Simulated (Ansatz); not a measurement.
`NP[TeH]` + `[SiH3]S` → `NPS[SiH3]` + H₂Te at 500 K and 1 bar (ligand exchange at a P–Te bond).

Computed with Ansatz on PBE0-D4/def2-TZVP structures; ΔE is electronic, products minus reactants. CCSD(T)/CBS adds triple-zeta CCSD(T) − MP2 to the extrapolated MP2 energy (def2 sets, frozen cores). def2 core potentials past Kr. For Te outer-core shells are correlated without core-valence functions, which leaves a few kJ/mol of doubt a bond. One conformer a species, not always the lowest.

| species | CCSD(T)/CBS energy (Eh) | H − E (kJ/mol) | S (J/(mol·K)) |
| --- | --- | --- | --- |
| `NP[TeH]` | -665.78256 | 149.3 | 366.9 |
| `[SiH3]S` | -689.27336 | 117.6 | 310.5 |
| `NPS[SiH3]` | -1086.14224 | 215.3 | 420.9 |
| H₂Te | -268.91024 | 48.9 | 247.6 |

H − E and S are ideal-gas, rigid-rotor, harmonic terms from PBE0-D4/def2-TZVP, for one conformer and one mirror image of each species. 1 Eh = 2625.50 kJ/mol, R = 8.31446 J/(mol·K).

Q: By hand: ΔE, ΔH, ΔS and ΔG.

A: ΔE = (-1086.14224) + (-268.91024) − (-665.78256) − (-689.27336) = 0.00344 Eh = 9.0 kJ/mol. Δ(H − E) = 215.3 + 48.9 − 149.3 − 117.6 = -2.7, so ΔH = 6.3 kJ/mol. ΔS = 420.9 + 247.6 − 366.9 − 310.5 = -8.9 J/(mol·K). ΔG = 6.3 − 500 × (-8.9)/1000 = 10.8 kJ/mol.

Q: By hand: the equilibrium constant, and the temperature at which ΔG would vanish if ΔH and ΔS stayed fixed.

A: log₁₀ K = −ΔG/(RT ln 10) = -1.1. ΔH and −TΔS have one sign here, so there is no such temperature.

TΔS isn't small against ΔH here. A doubt of 5 kJ/mol in ΔE shifts log₁₀ K by 0.5 here. Other conformers and mirror images would add mixing entropy, several J/(mol·K) or more a flexible species. Modes under 60 cm⁻¹, often nearly free rotors, make the harmonic entropy too high. These are equilibria of isolated gas molecules and say nothing of rates. Largest T1 diagnostic: 0.013 (customary marks: 0.02 for closed shells, 0.045 for open ones).

ΔS is within the doubt of such terms, so its sign, and with it that verdict, could turn.
